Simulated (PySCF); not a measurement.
C7H11NOSi.
Structure used (GFN2-xTB), in Å, numbered top down from 1:
```xyz
21
C7H11NOSi angstrom
N     -3.446    0.542    0.283
C     -2.689   -0.704    0.237
C     -1.254   -0.508   -0.192
C     -0.911   -0.538   -1.538
C      0.392   -0.289   -1.931
C      1.366   -0.003   -0.992
C      1.033    0.040    0.356
O      1.936    0.317    1.319
Si     3.530    0.634    1.321
C     -0.278   -0.211    0.747
H     -3.438    0.982   -0.632
H     -3.007    1.187    0.933
H     -2.729   -1.147    1.236
H     -3.202   -1.373   -0.459
H     -1.666   -0.762   -2.278
H      0.654   -0.320   -2.978
H      2.386    0.185   -1.290
H      3.829    1.836    0.539
H      3.721    0.815    2.751
H      4.288   -0.490    0.767
H     -0.521   -0.176    1.800
```

Computed at PBE0/pcSseg-1 (PySCF, non-relativistic), with Q(14N) = 0.02044 b, Q(17O) = −0.0256 b: N1, 14N (I = 1): χzz = -5.574 MHz, η = 0.159; O8, 17O (I = 5/2): χzz = -9.916 MHz, η = 0.073.

Q: Where would the pure quadrupole (NQR) lines of 14N at N1 fall for the rigid, isolated species?

A: From ν± = (3/4)|χ|(1 ± η/3) and ν0 = |χ|η/2: ν+ 4.403 MHz, ν− 3.959 MHz, ν0 0.444 MHz (primary amine nitrogen).

Q: Where would the pure quadrupole (NQR) lines of 17O at O8 fall for the rigid, isolated species?

A: From the eigenvalues of H = χ/[4I(2I − 1)] × [3Iz² − I(I + 1) + η(Ix² − Iy²)], steps between neighbouring levels, labelled as for η = 0: ±1/2↔±3/2 1.496 MHz, ±3/2↔±5/2 2.972 MHz (silyl ether oxygen).

In a crystal, neighbours and librations shift these lines. GFN2-xTB bond lengths can be off by several hundredths of an ångström, more for odd bonds, and the gradients follow them. These gradients aren't converged with respect to the basis.

One conformer stands for the species.
